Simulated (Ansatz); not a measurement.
Caution, from a PySCF single point (PBE0-D3(BJ)/def2-TZVPD) at this geometry: the highest occupied level lies above zero, so the state may not be bound. This singlet lies 1.65 eV below the relaxed triplet at the level frozen-core CCSD(T)/aug-cc-pVDZ // PBE0-D3(BJ)/def2-TZVPD (Ansatz, an electronic-structure program).

Species: H₃AlNO, SMILES `[NH2][Al-][OH]` (lower singlet) (charge -1, multiplicity 1).

Question: Give a relaxed geometry from PBE0-D3(BJ)/def2-TZVPD in Ansatz.

Answer: Several could match; the one computed here: the end point of this relaxation, one of several conformers (outside a Z-matrix the atoms follow the SMILES, hydrogens last).
Z-matrix (Å, degrees):
```
N
H 1 1.0107
H 1 1.0156 2 109.39
Al 1 1.8561 2 122.83 3 -179.95
O 4 1.7859 1 101.90 2 -179.94
H 5 0.9621 4 114.88 1 0.07
```
